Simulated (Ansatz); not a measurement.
A search over several starts for the lowest SCF solution of ZrSe2 at the given spin, in a small basis.

```yaml
crystal:
  periodic: [false, false, false]
  atoms:
    - {symbol: Zr, position_ang: [-0.546365, -0.581954, -0.030287]}
    - {symbol: Se, position_ang: [1.912944, -1.242184, -0.106306]}
    - {symbol: Se, position_ang: [-1.366580, 1.824138, 0.136603]}
basis:
  gaussian: {orbitals: def2-SVP, initial_orbitals: start.molden}
magnetization: {spin_polarized: true, initial_magnetization: 4}
hamiltonian: {xc: pbe0, dispersion: d4}
output: {orbitals: {seedname: orbitals}}
```

The file start.molden holds the orbitals of an earlier run on this structure, at another level or in another basis.

```sh
$ ansatz run in.yaml --threads 4 --pin off --events-out ev --progress --plain --max-ram 3916MiB
```

It prints (some lines left out):

```
Functional definition: PBE0
944 factors; integrals over basis functions are off by at most 5.6e-4 eV
mean field evaluation 1: about -131945.7506 eV, gradient 6.4e0 eV
mean field evaluation 2: about -131945.8587 eV, gradient 2.1e-1 eV
mean field evaluation 4: about -131946.0858 eV, gradient 8.4e-1 eV
mean field evaluation 8: about -131946.2998 eV, gradient 1.0e-1 eV
mean field evaluation 16: about -131946.3065 eV, gradient 5.6e-2 eV
mean field evaluation 32: about -131944.8369 eV, gradient 1.2e1 eV
mean field evaluation 64: about -131945.8793 eV, gradient 2.0e-2 eV
mean field evaluation 96: about -131946.2696 eV, gradient 2.1e-1 eV
mean field evaluation 128: about -131946.3066 eV, gradient 4.6e-2 eV
mean field evaluation 160: about -131946.2975 eV, gradient 1.7e-1 eV
mean field evaluation 192: about -131946.1820 eV, gradient 1.1e0 eV
mean field evaluation 224: about -131946.2873 eV, gradient 2.5e-1 eV
mean field evaluation 256: about -131946.2725 eV, gradient 2.3e-1 eV
mean field -131946.30800012 eV, -4848.9373825846 hartree, gradient 2.5e-6 eV, S^2 6.005970; 19 other end points of the search recorded, 0 dependent functions left out
reference -131946.30803753 eV, -4848.9373839595 hartree; 42, 38 occupied and 53, 57 virtual orbitals, 944 factors
Total energy: -131946.39708200 eV, -4848.9406562832 hartree
```

Run time 69 s (4 threads of Intel Xeon Platinum 8259CL on a shared host).

Other converged states that the search met: 0.01 eV higher (⟨S²⟩ = 6.01), 0.05 eV higher (⟨S²⟩ = 6.01), 0.63 eV higher (⟨S²⟩ = 6.01).

In the def2 sets Zr takes a core potential; there is no spin–orbit coupling. At PBE0-D4/def2-TZVP a singlet of charge 0 lies 3.04 eV below the quintet, each at its own geometry. The structure comes from a short search, and lower isomers may exist.
